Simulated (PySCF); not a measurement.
# Spinor energies of Ag(34+) (silver, charge +34)

Start: [Ne] 3s2 3p1; 3p3/2 filled at m_j = +3/2. Calculated with PySCF 2.14 in an uncontracted even-tempered set (19 s from 6.2 bohr⁻², ratio 2.4; 13 p from 8.1 bohr⁻², ratio 2.4; 4 d from 28 bohr⁻², ratio 2.6; 4 f from 42 bohr⁻², ratio 2.6): generalised Hartree-Fock with the X2C-1e Hamiltonian and a Gaussian nucleus; one run each with spin-orbit coupling (SO) screened by Boettger's factors, then bare. This is a chosen level, not necessarily the ground level.

```tsv
spinor shell	electrons	ε, screened SO (eV)	ε, bare SO (eV)	weight of nominal j (bare SO)	rms radius, bare SO (bohr)
1s1/2	2	-27602.1	-27602.0	1.000	0.0356
2s1/2	2	-5714.5	-5714.5	1.000	0.143
2p1/2	2	-5448.0	-5453.9	1.000	0.124
3s1/2	2	-2228.4	-2228.4	1.000	0.347
3p3/2	1	-2108.1	-2107.5	1.000	0.339
```

(1) Where does 2p3/2 lie, and what is the 2p spin-orbit splitting (bare SO)?

| quantity | screened SO | bare SO |
| --- | --- | --- |
| E (hartree) | -4375.97259 | -4376.02761 |
| M_J | 3/2 | 3/2 |
| ⟨J²⟩ | 3.751 | 3.751 |
| ⟨L²⟩ | 2.005 | 2.005 |
| ⟨S²⟩ | 0.754 | 0.755 |

Each row is a mean over spinors that exchange with the open shell spreads, by up to 16.544 eV (3s1/2).

Breit and QED terms are absent; they matter most for the inner s and p1/2 levels.

Densities and radii are taken from the X2C orbitals without a picture-change correction, which distorts them close to the nucleus.

## Answers

(1) At -5264.8 eV, 189.14 eV above 2p1/2.
